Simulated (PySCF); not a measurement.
Computed shifts of a molecule C4H10BN, PBE/pcSseg-1 run with PySCF, GIAO, gas phase, equivalent atoms averaged, in ppm (number of nuclei): ¹³C: 144.3 (1), 30.9 (1), 7.3 (2). ¹⁵N: 400.0 (1). ¹H: 7.88 (1), 2.20 (3), 0.72 (6). References: ¹³C against TMS (σ = 182.0 ppm); ¹⁵N against NH3 (σ = 267.0 ppm); ¹¹B against BF3 (σ = 83.9 ppm); ¹H against TMS (σ = 31.49 ppm), references at their B3LYP-D3(BJ)/def2-TZVP geometries, non-relativistic. Coordinates come from a B3LYP-D3(BJ)/def2-SVP optimisation. One conformer was computed; it need not be the lowest.

**Question.** Pick the molecule that these values belong to.
A. C=CBN(C)C
B. C/C=C/B(C)N
C. CNB1CCC1
D. C/C=N/B(C)C

**Answer.** D, C/C=N/B(C)C
